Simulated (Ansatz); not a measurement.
Geometry optimisation, Ansatz, RKS PBE-D4/cc-pVDZ.

input.yaml

```yaml
crystal:
  periodic: [false, false, false]
  atoms:
    - { symbol: C, position_ang: [-0.47408, 1.14479, -0.63236] }
    - { symbol: "N", position_ang: [-0.49901, 0.17867, 0.19056] }
    - { symbol: Al, position_ang: [0.84093, -1.22469, 0.44782] }
    - { symbol: F, position_ang: [0.31372, -2.20313, 1.62556] }
    - { symbol: H, position_ang: [0.37659, 1.25448, -1.3021] }
    - { symbol: H, position_ang: [-1.27418, 1.88235, -0.70219] }
    - { symbol: H, position_ang: [1.93087, -2.30473, 0.57874] }
    - { symbol: H, position_ang: [2.04398, -1.15243, -0.4311] }
total_charge: 1
basis:
  gaussian: { orbitals: cc-pVDZ }
hamiltonian:
  xc: pbe
  dispersion: d4
relax:
  f_tol: 0.02
  max_steps: 50
output:
  orbitals: {}
```

Launched with:

```bash
$ ansatz run input.yaml --threads 1 --pin off --max-ram 2048MiB --backend cpu --events-out ev --progress --plain --runs-dir out
```

Where does it end, and by what steps?

The forces met the threshold. Limits of this set-up: the dipole of an ion depends on the origin. After 41 steps the energy has fallen by 3.307 eV; H5 moved furthest, 1.52 Å. Parted: Al3–H7, Al3–H8. Joined: H7–H8.

```
step  energy less start (eV)  largest force component (eV/Å)  accepted
   0                  0.0000                           4.689       yes
   2                 -2.3538                           3.060       yes
   4                 -2.8770                           1.566       yes
   6                 -3.1246                           0.810       yes
   8                 -3.1775                           0.127       yes
  10                 -3.1804                           0.079       yes
  12                 -3.1750                           0.507        no
  14                 -3.1873                           0.164       yes
  16                 -3.1923                           0.111       yes
  18                 -3.1950                           0.350        no
  20                 -3.2065                           0.138       yes
  22                 -3.2247                           0.373       yes
  24                 -3.2555                           0.352       yes
  26                 -3.2847                           0.297       yes
  28                 -3.2938                           0.267       yes
  30                 -3.2999                           0.124       yes
  32                 -3.3004                           0.400        no
  34                 -3.3061                           0.208       yes
  36                 -3.3068                           0.074       yes
  38                 -3.3068                           0.084        no
  40                 -3.3071                           0.024        no
  41                 -3.3071                           0.005       yes
```

```xyz
8
Properties=species:S:1:pos:R:3
C -0.432 1.141 -0.756
N 0.112 0.302 0.040
Al 0.275 -1.421 0.418
F 0.084 -2.831 1.299
H -1.052 0.875 -1.639
H -0.275 2.225 -0.560
H 2.280 -1.754 0.529
H 2.268 -0.963 0.444
```

Run time: 69 s on 1 thread of Intel(R) Xeon(R) Platinum 8488C (Sapphire Rapids), on a shared host, peak memory 0.17 GiB.
